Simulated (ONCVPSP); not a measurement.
**Pt: one change to an ONCV potential, before and after**

| Property | Result |
| --- | --- |
| Element | Pt (Z = 78) |
| Generator | ONCVPSP 4.0.1 |
| Type | optimised norm-conserving Vanderbilt (ONCV) |
| Functional | PBE |
| Relativity | fully relativistic |
| Frozen core | [Kr] 4d10 4f14 |
| Valence charge | 18 |
| Reference configuration | 5s2 5p6 5d9 6s1 |
| Partial waves | 5s+6s: rc 1.35 bohr, ncon 3, nbas 6, qcut 8.7 1/bohr, 2 projectors; 5p: rc 1.40 bohr, ncon 4, nbas 7, qcut 9.1 1/bohr, 2 projectors, debl 3.4 Ha; 5d: rc 2.15 bohr, ncon 3, nbas 7, qcut 8.1 1/bohr, 2 projectors, debl 0.5 Ha |
| Local potential | polynomial inside 0.85 bohr (lpopt 5, dvloc0 -1 Ha) |
| Core correction | Teter function, fcfact 2, rcfact 1.45 |

Open shells are filled in proportion to 2j + 1.

All-electron outer shells of the reference configuration (PBE, scalar-relativistic, ld1.x):

```json
{"shell": "5s", "level (eV)": "-101.82", "outermost node (bohr)": "0.49", "outermost maximum (bohr)": "0.87"}
{"shell": "4f", "level (eV)": "-70.08", "outermost node (bohr)": "–", "outermost maximum (bohr)": "0.38"}
{"shell": "5p", "level (eV)": "-56.02", "outermost node (bohr)": "0.53", "outermost maximum (bohr)": "0.98"}
{"shell": "5d", "level (eV)": "-6.14", "outermost node (bohr)": "0.57", "outermost maximum (bohr)": "1.26"}
{"shell": "6s", "level (eV)": "-5.66", "outermost node (bohr)": "1.14", "outermost maximum (bohr)": "2.38"}
```

Change: d: rc 1.54.

Cutoffs: the cutoffs (Ha) at which the residual kinetic energy of the hardest occupied pseudo-wave falls to 1 and 0.1 mHa per electron; they do not see the model core or the augmentation charge, which bear on the density cutoff. Errors are all-electron minus pseudo energies relative to the spin-unpolarised reference configuration.

Task: Predict the effect on cutoff, ghosts and configuration errors.

Result: The potential gets neither clearly harder nor softer (32 Ha and 37 Ha → 32 Ha and 37 Ha); both files keep a bound ghost (s); of the 4 tests that both files solve, the error grows in 0 and shrinks in 1 by more than 15 % and 0.3 meV (median size 2.4 → 1.1 meV).

```csv
quantity,base,changed
"cutoff, loose",32 Ha,32 Ha
"cutoff, tight",37 Ha,37 Ha
loose cutoff by channel,"s 29 Ha, p 32 Ha, d 19 Ha","s 29 Ha, p 32 Ha, d 20 Ha"
bound ghosts,s,s
GHOST(+) flags under 300 eV,"p3/2 at 216.0 eV, p1/2 at 261.9 eV","p3/2 at 216.0 eV, p1/2 at 261.9 eV"
"error for 5s2 5p6 5d9 6s0, meV [ΔE 9.21 eV]",-0.3,-0.5
"error for 5s2 5p6 5d8 6s0, meV [ΔE 29.19 eV]",+1.3,+1.5
"error for 5s2 5p6 5d7 6s0, meV [ΔE 61.41 eV]",+3.5,+0.6
"error for 5s1 5p6 5d9 6s1, meV [ΔE 108.32 eV]",-157,-141
s: phases at 1.37 bohr within 0.05 rad from the reference energy up to (Ha; the scan ends near 5),to the end of the scan,to the end of the scan
p3/2: phases at 1.42 bohr within 0.05 rad from the reference energy up to (Ha; the scan ends near 5),to the end of the scan,to the end of the scan
p1/2: phases at 1.42 bohr within 0.05 rad from the reference energy up to (Ha; the scan ends near 5),to the end of the scan,to the end of the scan
"rms error of d²Exc/dni dnj with the model core, mHa",4.62,4.62
```

 A true bound ghost makes a file unfit for plane-wave use even where its test errors are small: the radial tests pick states by their node count and pass the ghost by.
